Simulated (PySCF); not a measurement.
GaCl3, SMILES [Cl][Ga]([Cl])[Cl]. Coordinates come from a PBE0-D3(BJ)/def2-SVP optimisation. The isomer is the one that the SMILES or the coordinates give; other isomers of the formula were not compared.

These are PBE0-D3(BJ)/def2-SVP run with PySCF values and carry that method's errors.

Harmonic wavenumbers (cm⁻¹): 125, 125, 138, 378, 476, 476. Rotational constants (GHz): 2.113, 2.113, 1.057; symmetry number 6.

Q: Work out the zero-point energy and the ideal-gas rigid-rotor harmonic-oscillator thermochemistry at 298.15 K and 1 atm.

A: ZPE = ½ Σ hcν = ½ × 1717 cm⁻¹ = 10.27 kJ/mol. H − E(el) = 27.69 kJ/mol. Entropy in J/(mol K): translation 173.24, rotation 104.81, vibration 47.56, total 325.61. G − E(el) = -69.39 kJ/mol. Cp = 74.67 J/(mol K). Modes under 150 cm⁻¹ make the vibrational entropy uncertain.
